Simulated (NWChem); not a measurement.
System: CH$_{4}$GeO; SMILES [CH]([GeH3])=O

NWChem input:

```
start job
memory heap 200 mb stack 900 mb global 1100 mb
geometry units angstroms noautoz
  O     -0.349317    -2.136238     0.000022
  C      0.467667    -1.242175    -0.000033
  Ge    -0.037011     0.718281     0.000078
  H      1.583195    -1.469735     0.000003
  H      0.571306     1.394258     1.258979
  H     -1.576605     0.855617    -0.003595
  H      0.577787     1.396537    -1.254441
end
basis spherical
  * library aug-cc-pvdz
end
dft
  xc xpbe96 cpbe96
  iterations 150
end
tddft
  nroots 6
  notriplet
end
task tddft energy
```

NWChem printed, in part:

```
             Northwest Computational Chemistry Package (NWChem) 7.3.0
             --------------------------------------------------------

 C1  symmetry detected

                             Geometry "geometry" -> ""
                             -------------------------

 Output coordinates in angstroms (scale by  1.889725989 to convert to a.u.)

  No.       Tag          Charge          X              Y              Z
 ---- ---------------- ---------- -------------- -------------- --------------
    1 O                    8.0000    -0.33185181    -2.15132315     0.00000159
    2 C                    6.0000     0.47798658    -1.25078261    -0.00004363
    3 Ge                  32.0000    -0.04228713     0.70559233    -0.00001287
    4 H                    1.0000     1.59529134    -1.46945210     0.00004848
    5 H                    1.0000     0.56057153     1.38642884     1.25889511
    6 H                    1.0000    -1.58292580     0.83066360    -0.00375809
    7 H                    1.0000     0.56714606     1.38868605    -1.25452467

 Effective nuclear repulsion energy (a.u.)     170.0214869321

  pbe96 is a nonlocal functional; adding pw91lda local functional.

                                 NWChem DFT Module
                                 -----------------

 Summary of "ao basis" -> "ao basis" (spherical)
 ------------------------------------------------------------------------------
       Tag                 Description            Shells   Functions and Types
 ---------------- ------------------------------  ------  ---------------------
 O                        aug-cc-pvdz                9       23   4s3p2d
 C                        aug-cc-pvdz                9       23   4s3p2d
 Ge                       aug-cc-pvdz               14       36   6s5p3d
 H                        aug-cc-pvdz                5        9   3s2p

            General Information
            -------------------
          SCF calculation type: DFT
          Wavefunction type:  closed shell.
          No. of atoms     :     7
          No. of electrons :    50
           Alpha electrons :    25
            Beta electrons :    25
          Charge           :     0
          Spin multiplicity:     1
          Use of symmetry is: off; symmetry adaption is: off
          Maximum number of iterations: 150
          AO basis - number of functions:   118
                     number of shells:    52
          Convergence on energy requested:  1.00D-06
          Convergence on density requested:  1.00D-05
          Convergence on gradient requested:  5.00D-04

              XC Information
              --------------
          PerdewBurkeErnzerhof Exchange Functional  1.000
            Perdew 1991 LDA Correlation Functional  1.000 local
           PerdewBurkeErnz. Correlation Functional  1.000 non-local

             Grid Information
             ----------------
          Grid used for XC integration:  medium
          Radial quadrature: Mura-Knowles
          Angular quadrature: Lebedev.
          Tag              B.-S. Rad. Rad. Pts. Rad. Cut. Ang. Pts.
          ---              ---------- --------- --------- ---------
          O                   0.60       49          14.0       434
          C                   0.70       49          13.0       434
          Ge                  1.25      112          14.0       590
          H                   0.35       45          15.0       434
          Grid pruning is: on
          Number of quadrature shells:   390
          Spatial weights used:  Erf1

      Superposition of Atomic Density Guess
      -------------------------------------

 Sum of atomic energies:       -2189.70949046

      Non-variational initial energy
      ------------------------------

 Total energy =   -2190.673344
 1-e energy   =   -3387.656864
 2-e energy   =    1026.962033
 HOMO         =      -0.272685
 LUMO         =      -0.057790

   convergence    iter        energy       DeltaE   RMS-Dens  Diis-err
 ---------------- ----- ----------------- --------- --------- ---------
 d= 0,ls=0.0,diis     1  -2192.1167933114 -2.36D+03  2.20D-02  9.53D-01
 d= 0,ls=0.0,diis     2  -2191.2348676803  8.82D-01  1.51D-02  9.00D+00
 d= 0,ls=0.0,diis     3  -2192.2270675436 -9.92D-01  2.71D-03  5.13D-02
 d= 0,ls=0.0,diis     4  -2192.2290259047 -1.96D-03  1.53D-03  2.51D-02
 d= 0,ls=0.0,diis     5  -2192.2323379584 -3.31D-03  3.85D-04  1.36D-03
  Resetting Diis
 d= 0,ls=0.0,diis     6  -2192.2325816508 -2.44D-04  4.04D-05  1.14D-05
 d= 0,ls=0.0,diis     7  -2192.2325839211 -2.27D-06  1.52D-05  6.36D-07
 d= 0,ls=0.0,diis     8  -2192.2325838009  1.20D-07  7.84D-06  1.85D-06

         Total DFT energy =    -2192.232583800914
      One electron energy =    -3388.732596174161
           Coulomb energy =     1120.396926128449
    Exchange-Corr. energy =      -93.918400687317
 Nuclear repulsion energy =      170.021486932115

 Numeric. integr. density =       50.000007394756

                       DFT Final Molecular Orbital Analysis
                       ------------------------------------

 Vector   23  Occ=2.000000D+00  E=-3.153046D-01
              MO Center= -5.9D-01,  8.6D-01, -5.5D-03, r^2= 2.4D+00
   Bfn.  Coefficient  Atom+Function         Bfn.  Coefficient  Atom+Function
  ----- ------------  ---------------      ----- ------------  ---------------
   101     -0.380203  6 H  s                 59      0.346567  3 Ge px
    62      0.296842  3 Ge px               110      0.182672  7 H  s
    92      0.179615  5 H  s                 84     -0.081851  4 H  s
    60      0.069079  3 Ge py                28     -0.059545  2 C  px
    83     -0.059518  4 H  s                 63      0.058016  3 Ge py

 Vector   24  Occ=2.000000D+00  E=-3.142409D-01
              MO Center=  3.2D-01,  9.5D-01,  5.5D-03, r^2= 2.9D+00
   Bfn.  Coefficient  Atom+Function         Bfn.  Coefficient  Atom+Function
  ----- ------------  ---------------      ----- ------------  ---------------
    61      0.340264  3 Ge pz                92      0.317196  5 H  s
   110     -0.315447  7 H  s                 64      0.268124  3 Ge pz
     7     -0.163254  1 O  pz                10     -0.102785  1 O  pz
    93      0.065161  5 H  s                111     -0.064685  7 H  s
    69     -0.060641  3 Ge d -1              71      0.052927  3 Ge d  1

 Vector   25  Occ=2.000000D+00  E=-2.127342D-01
              MO Center=  9.4D-02, -1.3D+00,  9.9D-08, r^2= 2.8D+00
   Bfn.  Coefficient  Atom+Function         Bfn.  Coefficient  Atom+Function
  ----- ------------  ---------------      ----- ------------  ---------------
     5      0.370180  1 O  px                 6     -0.363866  1 O  py
     8      0.251424  1 O  px                60     -0.247774  3 Ge py
    83     -0.243852  4 H  s                  9     -0.242313  1 O  py
    84     -0.203288  4 H  s                 29      0.152815  2 C  py
    50      0.132877  3 Ge s                 63     -0.123638  3 Ge py

 Vector   26  Occ=0.000000D+00  E=-1.044192D-01
              MO Center=  3.0D-01, -1.3D+00,  1.5D-04, r^2= 2.3D+00
   Bfn.  Coefficient  Atom+Function         Bfn.  Coefficient  Atom+Function
  ----- ------------  ---------------      ----- ------------  ---------------
    30      0.488055  2 C  pz                 7     -0.428019  1 O  pz
    33      0.422632  2 C  pz                10     -0.322478  1 O  pz
    36      0.222508  2 C  pz                13     -0.204611  1 O  pz
    92     -0.104242  5 H  s                110      0.103883  7 H  s
    93     -0.089135  5 H  s                111      0.089222  7 H  s

 Vector   27  Occ=0.000000D+00  E=-2.679478D-02
              MO Center=  8.1D-01,  2.4D-01,  2.4D-05, r^2= 1.0D+01
   Bfn.  Coefficient  Atom+Function         Bfn.  Coefficient  Atom+Function
  ----- ------------  ---------------      ----- ------------  ---------------
    52      1.672007  3 Ge s                 94     -0.691903  5 H  s
   112     -0.691608  7 H  s                103     -0.656538  6 H  s
    85     -0.637245  4 H  s                 66      0.349236  3 Ge py
    26      0.252726  2 C  s                 35     -0.253264  2 C  py
    50      0.221295  3 Ge s                 60      0.199920  3 Ge py

[...]

                                NWChem TDDFT Module
                                -------------------

            General Information
            -------------------
           No. of orbitals :     236
            Alpha orbitals :     118
             Beta orbitals :     118
        Alpha frozen cores :       0
         Beta frozen cores :       0
     Alpha frozen virtuals :       0
      Beta frozen virtuals :       0
         Spin multiplicity :       1
    Number of AO functions :     118
        Use of symmetry is : off
      Symmetry adaption is : off
         Schwarz screening :  0.10D-07

              XC Information
              --------------
   PerdewBurkeErnzerhof Exchange Functional   1.00
     Perdew 1991 LDA Correlation Functional   1.00 local
    PerdewBurkeErnz. Correlation Functional   1.00 non-local

             TDDFT Information
             -----------------
          Calculation type : TDDFT
         Wavefunction type : Restricted singlets
          No. of electrons :      50
           Alpha electrons :      25
            Beta electrons :      25
              No. of roots :       6
          Max subspacesize :    5200
            Max iterations :     100
               Target root :       1
           Target symmetry : none
      Symmetry restriction : off
                 Algorithm : Optimal
        Davidson threshold :  0.10D-03

    6 smallest eigenvalue differences (eV)
--------------------------------------------------------
  No. Spin  Occ  Vir  Irrep   E(Occ)    E(Vir)   E(Diff)
--------------------------------------------------------
    1    1   25   26 a        -0.213    -0.104     2.947
    2    1   25   27 a        -0.213    -0.027     5.060
    3    1   25   28 a        -0.213    -0.023     5.168
    4    1   25   29 a        -0.213    -0.003     5.701
    5    1   24   26 a        -0.314    -0.104     5.710
    6    1   23   26 a        -0.315    -0.104     5.738
--------------------------------------------------------

  Entering Davidson iterations
  Restricted singlet excited states

  Iter   NTrls   NConv    DeltaV     DeltaE      Time
  ----  ------  ------  ---------  ---------  ---------
    1      6       0     0.26E+00   0.10+100       49.5
    2     12       0     0.10E+00   0.22E-01       50.3
    3     24       0     0.36E-01   0.82E-02       54.2
    4     36       0     0.83E-02   0.54E-03       53.9
    5     48       0     0.31E-02   0.40E-04       54.2
    6     60       1     0.11E-02   0.57E-05       55.1
    7     70       2     0.47E-03   0.77E-06       52.9
    8     78       4     0.18E-03   0.13E-06       50.9
    9     82       6     0.71E-04   0.14E-07       47.9
  ----  ------  ------  ---------  ---------  ---------
  Convergence criterion met

  Ground state a       -2192.232583800914 a.u.

  ----------------------------------------------------------------------------
  Root   1 singlet a              0.118086732 a.u.                3.2133 eV
  ----------------------------------------------------------------------------
     Transition Moments    X -0.00006   Y -0.00000   Z  0.10321
     Dipole Oscillator Strength                    0.0008385451
     Electric Quadrupole                           0.0000000062
     Magnetic Dipole                               0.0000016094
     Total Oscillator Strength                     0.0008401607

     Occ.   25  a   ---  Virt.   26  a   -1.00017 X
  ----------------------------------------------------------------------------
  Root   2 singlet a              0.187505588 a.u.                5.1023 eV
  ----------------------------------------------------------------------------
     Transition Moments    X  0.27056   Y -0.02310   Z  0.00014
     Dipole Oscillator Strength                    0.0092170404
     Electric Quadrupole                           0.0000000909
     Magnetic Dipole                               0.0000000544
     Total Oscillator Strength                     0.0092171857

     Occ.   25  a   ---  Virt.   27  a   -0.99821 X
  ----------------------------------------------------------------------------
  Root   3 singlet a              0.198326479 a.u.                5.3967 eV
  ----------------------------------------------------------------------------
     Transition Moments    X -0.47979   Y  0.82571   Z -0.00027
     Dipole Oscillator Strength                    0.1205826623
     Electric Quadrupole                           0.0000001047
     Magnetic Dipole                               0.0000000162
     Total Oscillator Strength                     0.1205827832

     Occ.   24  a   ---  Virt.   26  a   -0.28728 X
     Occ.   25  a   ---  Virt.   28  a   -0.93687 X
     Occ.   25  a   ---  Virt.   29  a   -0.11892 X
     Occ.   25  a   ---  Virt.   30  a   -0.07459 X
     Occ.   25  a   ---  Virt.   34  a   -0.09773 X
     Occ.   25  a   ---  Virt.   35  a    0.07399 X
  ----------------------------------------------------------------------------
  Root   4 singlet a              0.210934001 a.u.                5.7398 eV
  ----------------------------------------------------------------------------
     Transition Moments    X  0.01962   Y  0.15654   Z -0.00031
     Dipole Oscillator Strength                    0.0035000310
     Electric Quadrupole                           0.0000000198
     Magnetic Dipole                               0.0000002641
     Total Oscillator Strength                     0.0035003149

     Occ.   24  a   ---  Virt.   26  a   -0.07791 X
     Occ.   25  a   ---  Virt.   28  a   -0.09394 X
     Occ.   25  a   ---  Virt.   29  a    0.98925 X
  ----------------------------------------------------------------------------
  Root   5 singlet a              0.212598338 a.u.                5.7851 eV
  ----------------------------------------------------------------------------
     Transition Moments    X  0.00088   Y -0.00056   Z -0.10708
     Dipole Oscillator Strength                    0.0016253793
     Electric Quadrupole                           0.0000000124
     Magnetic Dipole                               0.0000000257
     Total Oscillator Strength                     0.0016254174

     Occ.   23  a   ---  Virt.   26  a   -0.99527 X
     Occ.   25  a   ---  Virt.   31  a   -0.07101 X
  ----------------------------------------------------------------------------
  Root   6 singlet a              0.220658789 a.u.                6.0044 eV
  ----------------------------------------------------------------------------
     Transition Moments    X -0.35468   Y  0.36668   Z  0.00120
     Dipole Oscillator Strength                    0.0382855075
     Electric Quadrupole                           0.0000001356
     Magnetic Dipole                               0.0000000240
     Total Oscillator Strength                     0.0382856670

     Occ.   21  a   ---  Virt.   26  a    0.08043 X
     Occ.   24  a   ---  Virt.   26  a    0.67550 X
     Occ.   25  a   ---  Virt.   28  a   -0.14286 X
     Occ.   25  a   ---  Virt.   30  a   -0.70790 X
     Occ.   25  a   ---  Virt.   34  a   -0.07340 X

              Target root =      1
          Target symmetry = none
      Ground state energy =  -2192.232583800914
        Excitation energy =      0.118086732064
     Excited state energy =  -2192.114497068850

  stored tddft:energy   -2192.1144970688501
```

Level: PBE/aug-cc-pVDZ, full TDDFT. The geometry was optimised at PBE-D3(BJ)/def2-SVP.
